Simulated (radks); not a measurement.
Fractional charge and spin in the 5p shell of thulium: the spin-up occupation runs from 2 to 3 and the spin-down occupation from 2 to 3; the fullest corner is Tm, [Kr] 4d10 4f(up 6.5, down 6.5) 5s2 6s2 5p(up 3, down 3). Method: scalar-relativistic Kohn-Sham, LDA (Slater exchange, Perdew-Wang correlation), spin-polarised, spherical densities, finite nucleus; Fermi nuclear charge, rms radius of each element as measured or else 0.836 A^(1/3) + 0.57 fm; computed with a radial shooting solver on a logarithmic mesh with Libxc functionals. Energy (eV) minus the two flat planes that join the four corners (they meet along the diagonal where the two added fractions sum to one electron); zero is where a piecewise linear energy would lie.

down \ up,2,2.25,2.5,2.75,3
2,0.000,-1.180,-1.563,-1.164,0.000
2.25,-1.180,-1.514,-1.067,0.142,-1.053
2.5,-1.563,-1.067,0.190,-0.960,-1.387
2.75,-1.164,0.142,-0.960,-1.342,-1.027
3,0.000,-1.053,-1.387,-1.027,0.000

Corners above the fullest one (they belong to Tm+ and the next ion): (up 3, down 2) 32.416 eV, (up 2, down 3) 32.416 eV, (up 2, down 2) 77.434 eV. With half an added electron in each spin the energy lies 0.190 eV from the planes, and with half an added electron in spin up alone -1.563 eV. The planes are only a guide here: the flat-plane condition holds for ground states with one frontier orbital, while this shell lies below other occupied shells, so the corners above the fullest one are inner-hole states and not the ground states of those ions.
